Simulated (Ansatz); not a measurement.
Ansatz (a program for electronic structure) input (wB97M-V/def2-TZVPD):

Ansatz 0.2 input:
```yaml
crystal:
  periodic: [false, false, false]
  atoms:
    - {symbol: N, position_ang: [1.81160927, -0.28985472, 0.03908822]}
    - {symbol: Ge, position_ang: [0.05294574, 0.08203556, 0.14480550]}
    - {symbol: N, position_ang: [-0.92726695, -0.83176858, 1.34751950]}
    - {symbol: N, position_ang: [-0.47920627, 1.74935198, -0.27856914]}
    - {symbol: N, position_ang: [-0.56818756, -0.88036509, -1.55398106]}
    - {symbol: H, position_ang: [2.40511154, 0.32244981, -0.50391596]}
    - {symbol: H, position_ang: [2.27288454, -0.56986048, 0.89343761]}
    - {symbol: H, position_ang: [-0.55559096, -1.69444523, 1.72123234]}
    - {symbol: H, position_ang: [-1.38060163, -0.29371977, 2.07283470]}
    - {symbol: H, position_ang: [-1.42863621, 2.02412500, -0.06620642]}
    - {symbol: H, position_ang: [0.16465642, 2.50123050, -0.07556539]}
    - {symbol: H, position_ang: [-1.45823741, -1.35142034, -1.39422269]}
    - {symbol: H, position_ang: [-0.68947325, -0.21647935, -2.31827814]}
    - {symbol: H, position_ang: [0.11698373, -1.57856327, -1.84149477]}
basis:
  gaussian:
    orbitals: def2-TZVPD
hamiltonian:
  xc: {name: wB97M-V}
total_charge: 1
output: {forces: true}
```

End of the output:

```
1589 factors; their error is unknown
integrals: 0.43 GiB planned
547 factors; integrals over basis functions are off by at most 2.5e-6 eV
0.50 GiB of the device are held for the grids
2.32 GiB of device memory are held for the factors and their scratch space
mean field: 2.14 GiB planned
mean field evaluation 1: about -62598.8607 eV, gradient 1.1e2 eV
mean field evaluation 2: about -62601.0082 eV, gradient 9.7e1 eV
mean field evaluation 4: about -62617.8414 eV, gradient 3.1e0 eV
mean field evaluation 8: about -62617.8542 eV, gradient 7.9e-2 eV
mean field evaluation 16: about -62617.9800 eV, gradient 1.2e-4 eV
mean field -62617.98002626 eV, -2301.1683219738 hartree, gradient 4.2e-5 eV, S^2 0.000000; 0 other end points of the search recorded, 0 dependent functions left out
the calculation of the forces begins
reference -62617.98009054 eV, -2301.1683243359 hartree; 34, 34 occupied and 249, 249 virtual orbitals, 1589 factors
Total energy: -62617.98009054 eV, -2301.1683243359 hartree
Atom 0 at     1.811609    -0.289855     0.039088 Å, force    -0.224625     0.061150     0.024037 eV/Å
Atom 1 at     0.052946     0.082036     0.144806 Å, force    -0.038207    -0.059928    -0.105805 eV/Å
Atom 2 at    -0.927267    -0.831769     1.347519 Å, force     0.137333     0.123232    -0.143295 eV/Å
Atom 3 at    -0.479206     1.749352    -0.278569 Å, force     0.069250    -0.211495     0.071214 eV/Å
Atom 4 at    -0.568188    -0.880365    -1.553981 Å, force     0.054411     0.084330     0.148886 eV/Å
Atom 5 at     2.405112     0.322450    -0.503916 Å, force    -0.006839    -0.012472     0.020483 eV/Å
Atom 6 at     2.272885    -0.569860     0.893438 Å, force     0.000633     0.009433    -0.014617 eV/Å
Atom 7 at    -0.555591    -1.694445     1.721232 Å, force    -0.009832     0.022880     0.001449 eV/Å
Atom 8 at    -1.380602    -0.293720     2.072835 Å, force     0.009037    -0.014354    -0.004257 eV/Å
Atom 9 at    -1.428636     2.024125    -0.066206 Å, force     0.024848     0.002319     0.000452 eV/Å
Atom 10 at     0.164656     2.501231    -0.075565 Å, force    -0.016463    -0.005775     0.000213 eV/Å
Atom 11 at    -1.458237    -1.351420    -1.394223 Å, force     0.022926     0.008824    -0.012737 eV/Å
Atom 12 at    -0.689473    -0.216479    -2.318278 Å, force     0.000363    -0.023916     0.013938 eV/Å
Atom 13 at     0.116984    -1.578563    -1.841495 Å, force    -0.022834     0.015771     0.000038 eV/Å
Dipole moment:    -0.124488    -0.192910    -0.340514 e Å
```

It need not be the lowest isomer of its formula.
